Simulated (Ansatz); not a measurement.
Ansatz results at the PBE0-D4/def2-TZVP geometry: LUMO energy (B3LYP/def2-TZVPP) 0.04 eV; HOMO energy (PBE/def2-TZVPP) -5.54 eV; LUMO energy (ωB97M-V/def2-TZVPP) 1.87 eV.

Problem. Which molecule gave them?
A. `S[CH]1N=[CH][GeH2]1`
B. `BN=C=N`
C. `[SiH3]C1=COBN1`
D. `O[SiH]1CCC1`

Solution. C. The others give `BN=C=N`: -1.68, -6.68, 0.49; `O[SiH]1CCC1`: 0.26, -6.49, 2.08; `S[CH]1N=[CH][GeH2]1`: -1.25, -5.42, 1.17.

B3LYP here is the variant with VWN-RPA as its local correlation; programs differ in this.
